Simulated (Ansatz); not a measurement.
Gas-phase reaction R1 → P1 + P2, each structure at its B3LYP-D3(BJ)/def2-TZVP stationary point, reached from a drawn start (curvature not checked).
P1: H atom, charge 0, multiplicity 2.
R1, C2H6O (SMILES COC) (charge 0, multiplicity 1, Z-matrix in Å and degrees):
```
O
C 1 1.4094
H 2 1.0890 1 107.47
H 2 1.0984 3 109.04 1 -120.94
H 2 1.0984 3 109.04 4 -118.13
C 1 1.4094 2 112.49 3 180.00
H 6 1.0890 1 107.47 2 -180.00
H 6 1.0984 7 109.04 1 120.94
H 6 1.0984 7 109.04 8 118.13
```
P2: C2H5O (SMILES [CH2]OC), charge 0, multiplicity 2.

P less R. No zero-point or thermal terms; singlets are restricted closed shells; open shells are unrestricted.

Frozen-core correlation throughout.

Codes used: Ansatz (Gaussian basis) for Hartree–Fock, density functionals and correlated methods. All values are computed, each at the level named.

Predict the reaction energy from BLYP/def2-TZVPP.

4.26 eV

Estimate the reaction energy that wB97X-V/def2-TZVPP returns for this input.

4.43 eV

Predict the reaction energy from CCSD/cc-pVDZ.

4.30 eV

Ansatz is a program for electronic structure.
